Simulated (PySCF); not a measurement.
BI2, SMILES I[B]I, multiplicity 2.

The structure is a stationary point at PBE-D3(BJ)/def2-TZVP. The isomer is the one that the SMILES or the coordinates give; other isomers of the formula were not compared. The def2 effective core potentials stand for the cores of I; spin–orbit coupling is left out.

Calculation: PBE-D3(BJ)/def2-TZVP (PySCF).

Frequencies are harmonic and unscaled.

```json
[
 {"mode": "1", "ν (cm⁻¹)": "116", "IR (km/mol)": "0.2", "moving atoms (share of kinetic energy)": "I 92 %"},
 {"mode": "2", "ν (cm⁻¹)": "436", "IR (km/mol)": "1.1", "moving atoms (share of kinetic energy)": "B 88 %, I 12 %"},
 {"mode": "3", "ν (cm⁻¹)": "742", "IR (km/mol)": "304.9", "moving atoms (share of kinetic energy)": "B 95 %"}
]
```
